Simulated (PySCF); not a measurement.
These are M06-2X/def2-TZVP // PBE0-D3(BJ)/def2-TZVP (PySCF 2.14.0) values and carry that method's errors. Isolated molecules, 0 K electronic values unless said otherwise. One relaxed conformer stands for a flexible species; it need not be the lowest. Delta-SCF ions had no search for a lower state. Excitations are Tamm–Dancoff values on a coarser integration grid. The basis has no diffuse functions, so Rydberg states are missing or too high.

Reference species (SMILES): `[Ga]([SiH3])([SiH3])[SiH3]` (neutral, multiplicity 1).

```yaml
S1–T1 gap (TDA): 0.52 eV
vertical ionisation energy (Delta-SCF): 8.96 eV
S1 oscillator strength: 0.000
T1 excitation (TDA): 2.75 eV
```

Changed species: `[SiH3][Ga]([SH])[SH]` (S–Ga–S–H torsion -179°, S–Ga–S–H torsion 0°) (2 of 3 SiH3 replaced by SH; the reference has 0 of 3 SiH3 replaced by SH).

Question: Give the shifts of the S1–T1 gap (TDA), vertical ionisation energy (Delta-SCF), S1 oscillator strength and T1 excitation (TDA).

Answer: the S1–T1 gap (TDA) rises by 0.14 eV, to 0.66 eV; the vertical ionisation energy (Delta-SCF) increases by 0.67 eV, to 9.63 eV; the S1 oscillator strength rises by 0.011, to 0.011; the T1 excitation (TDA) goes up by 1.79 eV, to 4.54 eV.
